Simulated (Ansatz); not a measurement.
`[BH2][SnH2][SiH2][SiH3]` and `[SiH3][SiH2][SnH3]` differ in one atom or group.

Ansatz, PBE0-D4/def2-TZVP geometries, multiplicity 1. Each molecule was computed in one conformer, which needn't be the lowest.

Elements past krypton have def2 core potentials.

| property | `[BH2][SnH2][SiH2][SiH3]` |
| --- | --- |
| HOMO–LUMO gap (PBE0/def2-TZVPP) / eV | 4.91 |
| HOMO energy (B3LYP/def2-TZVPP) / eV | -7.28 |
| size of the dipole moment (B3LYP/def2-TZVPP) / D | 0.43 |
| LUMO energy (B3LYP/def2-TZVPP) / eV | -2.76 |
| HOMO energy (PBE0/def2-TZVPP) / eV | -7.48 |
| HOMO energy (PBE/def2-TZVPP) / eV | -6.52 |

Give the same properties after the change, and the shifts. (Estimate.)

Computed: 
```
                                        property  `[SiH3][SiH2][SnH3]`  shift
            HOMO–LUMO gap (PBE0/def2-TZVPP) / eV                  7.33   2.42
             HOMO energy (B3LYP/def2-TZVPP) / eV                 -7.58  -0.30
size of the dipole moment (B3LYP/def2-TZVPP) / D                  0.36  -0.07
             LUMO energy (B3LYP/def2-TZVPP) / eV                 -0.65   2.11
              HOMO energy (PBE0/def2-TZVPP) / eV                 -7.78  -0.30
               HOMO energy (PBE/def2-TZVPP) / eV                 -6.77  -0.25
```

With PBE0 the HOMO falls by 0.30 eV and the LUMO rises by 2.13 eV, so the gap widens by about 2.43 eV. PBE moves the HOMO by -0.25 eV and ωB97M-V by -0.32 eV. The zero-point energy changes by -34.3 kJ/mol with -6 modes. Dipoles are sizes alone; their direction can turn.

B3LYP here is the variant with VWN-RPA as its local correlation; programs differ in this.
